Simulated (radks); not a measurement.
Spherical jellium clusters: N electrons in a uniform positive sphere of charge N and radius rs N^(1/3), rs = 4.69 bohr. Calculated with a radial shooting solver with Libxc functionals: non-relativistic Kohn-Sham, LDA (Slater exchange, Perdew-Wang correlation), spin-polarised, spherical densities. Levels are named by radial order and angular momentum (1s, 1p, 1d, 2s, ...), and open shells are averaged over m. Each electron was tried in the lowest free levels, single moves between levels near the top were tried too, and the lowest total energy was kept; such a search can miss a lower state. Energies include the self-energy of the background; IP and EA are vertical (highest electron removed, lowest free level filled), at fixed background; spill-out counts the electrons outside the background radius R, and alpha is the static dipole polarisability from linear response (closed shells only). A dash means not computed or, for alpha, an open shell; in EA it means that no bound solution was reached, which is typical of self-interaction and does not show that the anion is unstable. Real open-shell clusters deform, which this model forbids.

N,open shells,2S,E(N+1) + E(N-1) - 2E(N) (eV),IP (eV),EA (eV)
1,"1s(up 1, down 0)",1,-,-,-
2,none,0,0.843,4.662,-
3,"1p(up 1, down 0)",1,-0.534,3.496,-
4,"1p(up 2, down 0)",2,-0.356,3.917,-
5,"1p(up 3, down 0)",3,0.269,4.142,-
6,"1p(up 3, down 1)",2,-0.291,3.763,-
7,"1p(up 3, down 2)",1,-0.208,3.985,1.455
8,none,0,0.900,4.127,-
9,"1d(up 1, down 0)",1,-0.213,3.168,-
10,"1d(up 2, down 0)",2,-0.178,3.356,1.110
11,"1d(up 3, down 0)",3,-0.150,3.502,1.283
12,"1d(up 4, down 0)",4,-0.128,3.618,1.429
13,"1d(up 5, down 0)",5,0.286,3.712,1.173
14,"1d(up 5, down 1)",4,-0.139,3.393,1.335
15,"1d(up 5, down 2)",3,-0.119,3.511,1.472
16,"1d(up 5, down 3)",2,-0.102,3.607,1.589
17,"1d(up 5, down 4)",1,-0.089,3.687,1.691
18,none,0,0.181,3.754,1.545
19,"2s(up 1, down 0)",1,0.192,3.552,1.404
20,none,0,0.233,3.357,1.183
21,"1f(up 1, down 0)",1,-0.096,3.133,1.289
22,"1f(up 2, down 0)",2,-0.087,3.213,1.384
23,"1f(up 3, down 0)",3,-0.079,3.284,1.470
24,"1f(up 4, down 0)",4,-0.072,3.346,1.548
25,"1f(up 5, down 0)",5,-0.066,3.403,1.620
26,"1f(up 6, down 0)",6,-,3.453,1.686

All shells are closed at N = 2, 8, 18, 20 (there: 1s2 1p6 1d10 2s2); the second difference of the energy has clear peaks (12 % above both neighbours; the first and last values, which can be the largest, are not judged, and half-filled shells can peak too) at N = 5, 8, 13, 20.
